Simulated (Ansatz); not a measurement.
Start from `FC([SiH3])[SiH2]Cl` and change one atom or group to get `FC(F)[SiH3]`.

Ansatz, PBE0-D4/def2-TZVP geometries, multiplicity 1. Each molecule was computed in one conformer, which needn't be the lowest.

```csv
property,`FC([SiH3])[SiH2]Cl`
HOMO energy (B3LYP/def2-TZVPP) / eV,-8.20
size of the dipole moment (B3LYP/def2-TZVPP) / D,2.00
LUMO energy (PBE0/def2-TZVPP) / eV,-0.39
HOMO–LUMO gap (PBE/def2-TZVPP) / eV,5.73
HOMO–LUMO gap (ωB97M-V/def2-TZVPP) / eV,12.08
HOMO energy (PBE0/def2-TZVPP) / eV,-8.42
```

Question: What does the change do to each property? (Best estimate.)

Answer: Ansatz gave: 
```tsv
property	`FC(F)[SiH3]`	shift
HOMO energy (B3LYP/def2-TZVPP) / eV	-8.54	-0.34
size of the dipole moment (B3LYP/def2-TZVPP) / D	1.90	-0.10
LUMO energy (PBE0/def2-TZVPP) / eV	0.30	0.69
HOMO–LUMO gap (PBE/def2-TZVPP) / eV	6.65	0.92
HOMO–LUMO gap (ωB97M-V/def2-TZVPP) / eV	12.95	0.87
HOMO energy (PBE0/def2-TZVPP) / eV	-8.74	-0.32
```

With PBE0 the HOMO falls by 0.32 eV and the LUMO rises by 0.69 eV, so the gap widens by about 1.01 eV. PBE moves the HOMO by -0.13 eV and ωB97M-V by -0.43 eV. Dipoles are sizes alone; their direction can turn.

B3LYP here is the variant with VWN-RPA as its local correlation; programs differ in this.
